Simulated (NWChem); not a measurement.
Species: CH$_{4}$BFOS; SMILES CSB(F)O

```xyz
9

B     -0.0463     0.8159     0.0000
F      0.6914     1.9296     0.0000
O     -1.3952     0.8918     0.0000
H     -1.7108     1.8028     0.0000
S      0.8128    -0.7699     0.0000
C     -0.5896    -1.9245     0.0000
H     -1.2095    -1.7900     0.8958
H     -0.1670    -2.9375     0.0000
H     -1.2095    -1.7900    -0.8958
```
Atoms are numbered in this order, from 1.

All runs: NWChem. Pople sets run with spherical d functions. Structure relaxed at the PBE0/def2-SVP level. Level SCAN/6-31G*: energy and gradient on several grids; changes count from the extra-fine grid, which is no exact limit either.

| grid | size of the energy change (μHa) | largest change of a gradient component (μHa/bohr) |
|---|---|---|
| xcoarse | 20000 | 5000 |
| coarse | 20000 | 2000 |
| medium | 3000 | 800 |
| fine | 100 | 500 |
| xfine | < 10 | < 30 |
